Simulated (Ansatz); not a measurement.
Reactions of `[Li][Ag]`.

Isolated molecules relaxed with PBE0-D4/def2-TZVP in Ansatz; ΔE leaves out vibrations. CCSD(T)/CBS adds triple-zeta CCSD(T) − MP2 to the extrapolated MP2 energy (def2 sets, frozen cores). This one scheme is used for every species. Elements past krypton have def2 core potentials. For Ag, Br, I, Li outer-core shells are correlated without core-valence functions, which leaves a few kJ/mol of doubt a bond. Scalar relativity is left out up to krypton.

(1) Order these by ΔE at CCSD(T)/CBS, lowest first. (Estimate.)
A. `[Li][Ag]` + HCl → `[Li][Cl]` + `[AgH]`
B. `[Li][Ag]` + HBr → `[Li][Br]` + `[AgH]`
C. `[Li][Ag]` + HI → `[Ag][I]` + `[LiH]`
D. `[Li][Ag]` + HBr → `[Br][Ag]` + `[LiH]`
E. `[Li][Ag]` + `[SiH3]N[SiH3]` → `[SiH3][N]([SiH3])[Ag]` + `[LiH]`
F. `[Li][Ag]` + CH₃SH → `C[S][Ag]` + `[LiH]`
G. `[Li][Ag]` + H₂ → `[AgH]` + `[LiH]`
H. `[Li][Ag]` + HCl → `[Cl][Ag]` + `[LiH]`

Largest T1 diagnostic: 0.028, for `[Li][Ag]`, so its coupled-cluster energy is less sure.

Answers

(1) B (-19.8 kcal/mol), A (-16.5 kcal/mol), C (+3.9 kcal/mol), D (+11.8 kcal/mol), H (+19.9 kcal/mol), F (+28.3 kcal/mol), G (+40.7 kcal/mol), E (+47.2 kcal/mol).
